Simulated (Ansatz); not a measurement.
CH$_{5}$MoNOS (`[CH3][Mo]([NH2])(=[O])=[S]`). The species carries charge 0 and has multiplicity 1. Mo: def2 effective core potential.

Z-matrix (Å, degrees):
```
C
Mo 1 2.102
H 1 1.092 2 109.6
H 1 1.092 2 110.0 3 -120.3
H 1 1.094 2 108.5 3 119.4
N 2 1.913 1 107.0 3 -179.1
O 2 1.672 1 105.1 3 -59.2
S 2 2.115 1 105.6 3 60.9
H 6 1.011 2 122.9 1 101.6
H 6 1.011 2 123.8 1 -96.7
```

List the harmonic frequencies (cm⁻¹, unscaled) at PBE0-D4/def2-TZVP in Ansatz. (Best estimate.)

The calculation gave: 167, 172, 186, 190, 222, 264, 406, 536, 563, 574, 647, 651, 689, 740, 1052, 1196, 1416, 1421, 1536, 3044, 3139, 3152, 3560, 3664.

Is this a minimum?

Yes, all 24 modes are real.

Give the ideal-gas thermochemistry at 298.15 K and 1 bar (rigid rotor, harmonic oscillator; point group C1, symmetry number 1).

Zero-point energy 174.6 kJ/mol; H(298) − E = 197.0 kJ/mol; entropy 359.4 J/(mol·K), of which translation 173.3, rotation 115.2, vibration 71.0; G(298) − E = 89.9 kJ/mol.

And at 400, 500, 600, 800 and 1000 K?


```csv
T (K),H − E (kJ/mol),S (J/mol/K),G − E (kJ/mol)
400,210.0,396.6,51.3
500,224.2,428.3,10.1
600,239.5,456.2,-34.2
800,272.8,504.0,-130.4
1000,308.6,543.9,-235.3
```
